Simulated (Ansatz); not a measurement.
BH2O2S (`OB(O)[S]`) radical, relaxed with UKS PBE-D4/def2-SVP in the Gaussian-basis code of Ansatz from a rough embedded geometry. The force threshold is 0.03 eV/Å; the program also tests the step.

Total charge 0; spin multiplicity 2.

Start:

```xyz
6

O    -0.906    0.891    0.337
B     0.078   -0.113    0.189
O     0.597   -0.370   -1.117
S     0.663   -1.098    1.549
H    -1.808    0.443    0.273
H     1.376    0.247   -1.231
```

By how much does the energy fall, and how many steps does the optimiser take? (An estimate is asked.)

Computed: 65.76 kJ/mol, in 11 steps.

Which bonds change most? (Best estimate.)

The calculation gave: B2–O3 from 1.429 to 1.365 Å; B2–S4 from 1.778 to 1.830 Å; O1–H5 from 1.009 to 0.973 Å; O1–B2 from 1.414 to 1.377 Å.

Give the relaxed structure. (Best estimate.)

Computed: 
```xyz
6

O    -0.927    0.659   -0.057
B     0.143   -0.187    0.130
O     1.135   -0.245   -0.806
S     0.280   -1.250    1.613
H    -1.585    0.649    0.658
H     0.954    0.374   -1.539
```
